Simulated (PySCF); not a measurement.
Simulation results for FH$_{5}$NSi$_{2}$, FH$_{2}$Si

All values are calculated (PySCF 2.14.0). Calculation on a computer-drawn molecule: the log of a Hartree-Fock and frozen-core CCSD(T) single point meant for a local Hartree-Fock minimum, with one planted fault or none, to be diagnosed. Offsets are logged minus clean, where the clean run is the same molecule without the fault. The reference is restricted for singlets and unrestricted otherwise, and also for a bond in bohr or an excited solution. Adding or removing an electron swaps singlet and doublet. The excited solution moves the top pair (singlet) or top alpha electron (doublet) to the lowest empty orbital. Highest occupied and lowest empty are orbital energies over both spins, largest force is the largest gradient component, triples share is (T) over the correlation energy, the T1 limit is 0.02 restricted and 0.045 unrestricted, electrons count all cores, a negative frequency is imaginary (commonest isotopes), and the dipole is about the centre of nuclear charge.

Common to all runs: meant charge 1; meant multiplicity 1; meant basis cc-pV(D+d)Z; logged SCF converged yes; possible faults no fault, one electron removed, one electron added, multiplicity raised by two, geometry at a saddle point, SCF held on an excited solution, minimal basis STO-3G, one bond length entered in bohr, all coordinates scaled.

(1) 
```xyz
9
formula=FH5NSi2 logged_electrons=47 logged_basis_functions=99 logged_spin_squared=0.7655 logged_highest_occupied=-23.411 logged_lowest_empty=-14.376 logged_largest_force=0.087568 logged_T1_diagnostic=0.065997 logged_D1_diagnostic=0.43337 logged_triples_share=0.025483 logged_CC_converged=yes logged_dipole_magnitude=2.1046 logged_SCF_stable_within_its_kind=yes logged_energy_HF=-733.92528 logged_energy_CCSD(T)=-734.49185 planted_fault=one_electron_removed HF_energy_offset_from_clean_run=365.9 CCSD(T)_energy_offset_from_clean_run=380.7
F     -4.2945     0.8612     0.7270
Si    -2.8549     0.5390     0.2245
N     -2.1220     1.5634    -0.7873
Si    -0.4522     1.4657    -1.5460
H     -2.2751    -0.6910     0.7222
H     -2.6522     2.3860    -1.0502
H      0.2763     2.6496    -1.0830
H     -0.6639     1.4326    -2.9955
H      0.0779     0.2056    -1.0047
```

Units: logged_highest_occupied, logged_lowest_empty in eV; logged_largest_force in hartree/bohr; logged_dipole_magnitude in debye; logged_energy_HF, logged_energy_CCSD(T) in hartree; HF_energy_offset_from_clean_run, CCSD(T)_energy_offset_from_clean_run in kcal/mol.

Drawn bonds:
```csv
atom,other atom,order
1,2,1
2,3,1
3,4,1
2,5,1
3,6,1
4,7,1
4,8,1
4,9,1
```

Notes: T1 above single-reference limit.

(2) 
```xyz
9
formula=FH5NSi2 logged_electrons=48 logged_basis_functions=99 logged_spin_squared=0 logged_highest_occupied=-17.274 logged_lowest_empty=-3.7246 logged_largest_force=1.663e-05 logged_lowest_frequency=114.75 logged_T1_diagnostic=0.014588 logged_D1_diagnostic=0.052082 logged_triples_share=0.023149 logged_CC_converged=yes logged_dipole_magnitude=1.1974 logged_SCF_stable_within_its_kind=yes logged_energy_HF=-734.50843 logged_energy_CCSD(T)=-735.09849 planted_fault=no_fault HF_energy_offset_from_clean_run=0 CCSD(T)_energy_offset_from_clean_run=0
F     -4.2945     0.8612     0.7270
Si    -2.8549     0.5390     0.2245
N     -2.1220     1.5634    -0.7873
Si    -0.4522     1.4657    -1.5460
H     -2.2751    -0.6910     0.7222
H     -2.6522     2.3860    -1.0502
H      0.2763     2.6496    -1.0830
H     -0.6639     1.4326    -2.9955
H      0.0779     0.2056    -1.0047
```

Units: logged_highest_occupied, logged_lowest_empty in eV; logged_largest_force in hartree/bohr; logged_lowest_frequency in cm⁻¹; logged_dipole_magnitude in debye; logged_energy_HF, logged_energy_CCSD(T) in hartree; HF_energy_offset_from_clean_run, CCSD(T)_energy_offset_from_clean_run in kcal/mol.

Drawn bonds:
```csv
atom,other atom,order
1,2,1
2,3,1
3,4,1
2,5,1
3,6,1
4,7,1
4,8,1
4,9,1
```

(3) 
```xyz
4
formula=FH2Si logged_electrons=24 logged_basis_functions=47 logged_spin_squared=0 logged_highest_occupied=-13.399 logged_lowest_empty=-15.697 logged_largest_force=0.066615 logged_CC_converged=no logged_dipole_magnitude=5.2477 logged_SCF_stable_within_its_kind=no logged_energy_HF=-388.6163 planted_fault=SCF_held_on_an_excited_solution HF_energy_offset_from_clean_run=405.6
F     -0.4670     1.0251     0.6251
Si     0.8621     0.9942     1.4253
H      1.2307    -0.2919     1.9930
H      1.5801     2.2550     1.5114
```

Units: logged_highest_occupied, logged_lowest_empty in eV; logged_largest_force in hartree/bohr; logged_dipole_magnitude in debye; logged_energy_HF in hartree; HF_energy_offset_from_clean_run in kcal/mol.

Drawn bonds:
```csv
atom,other atom,order
1,2,1
2,3,1
2,4,1
```

Notes: CCSD not converged.
